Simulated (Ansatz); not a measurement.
Input file for `[NH2][GeH2][O][GeH2][NH2]`:

```yaml
crystal:
  periodic: [false, false, false]
  atoms:
    - {symbol: N, position_ang: [0.785292, -1.456887, -0.684061]}
    - {symbol: Ge, position_ang: [1.182076, -0.703156, 0.949913]}
    - {symbol: O, position_ang: [-0.241531, 0.203429, 1.461085]}
    - {symbol: Ge, position_ang: [-1.483068, 0.844990, 0.345863]}
    - {symbol: N, position_ang: [-0.802980, 1.558008, -1.190833]}
    - {symbol: H, position_ang: [1.577067, -1.550731, -1.304808]}
    - {symbol: H, position_ang: [0.295733, -2.340083, -0.647778]}
    - {symbol: H, position_ang: [2.376805, 0.238404, 0.712722]}
    - {symbol: H, position_ang: [1.445662, -1.723514, 2.072057]}
    - {symbol: H, position_ang: [-2.413181, -0.314893, -0.040701]}
    - {symbol: H, position_ang: [-2.182241, 1.956880, 1.138264]}
    - {symbol: H, position_ang: [-0.260108, 2.401594, -1.075929]}
    - {symbol: H, position_ang: [-0.279536, 0.885957, -1.735794]}
basis:
  gaussian: {orbitals: def2-TZVPP}
correlation: {method: ccsd_t}
```

```sh
$ ansatz run in.yaml --threads 2 --pin off --events-out ev --progress --plain --max-ram 32768MiB --backend cuda --devices 0, --max-vram 18GiB
```

The program prints (abridged):

```
Functional definition: HF
1827 factors; integrals over basis functions are off by at most 1.1e-3 eV
mean field evaluation 1: about -118072.1687 eV, gradient 5.7e1 eV
mean field evaluation 2: about -118072.3905 eV, gradient 5.8e1 eV
mean field evaluation 4: about -118078.7783 eV, gradient 4.8e0 eV
mean field evaluation 8: about -118078.8561 eV, gradient 4.8e-1 eV
mean field -118078.85660505 eV, -4339.3179435119 hartree, gradient 2.5e-6 eV, S^2 0.000000; 0 other end points of the search recorded, 0 dependent functions left out
21 core orbitals not correlated: weight in the atoms' cores, before any rotation towards them, 1.000 or more for the frozen orbitals, at most 0.000 for the correlated occupied ones
reference -118078.85660505 eV, -4339.3179435119 hartree; 26, 26 occupied and 254, 254 virtual orbitals, 1827 factors
second order -32.37538107 eV of doubles, -0.00000000 eV of singles
cycle   1  -31.97659563 eV  change    4.0e-1 eV  update   1.3e-1
cycle   2  -32.89528007 eV  change   -9.2e-1 eV  update   3.9e-2
cycle   3  -33.06686693 eV  change   -1.7e-1 eV  update   1.9e-2
cycle   4  -33.04756220 eV  change    1.9e-2 eV  update   4.5e-3
cycle   5  -33.04522062 eV  change    2.3e-3 eV  update   2.0e-3
cycle   6  -33.04627210 eV  change   -1.1e-3 eV  update   6.2e-4
cycle   7  -33.04592557 eV  change    3.5e-4 eV  update   2.4e-4
cycle   8  -33.04584612 eV  change    7.9e-5 eV  update   8.1e-5
cycle   9  -33.04586954 eV  change   -2.3e-5 eV  update   3.0e-5
perturbative correction -1.24048758 eV, -0.0455870776 hartree
Total energy: -118113.14296217 eV, -4340.5779438959 hartree
```

Run time 13 s (2 threads of an AMD EPYC 7R13 on a shared host and a share of an NVIDIA H100 80 GB); peak host memory 0.85 GiB.

MP2 recovers 94.4 % of the CCSD(T) correlation energy and the triples give 3.6 %; T1 = 0.0118.
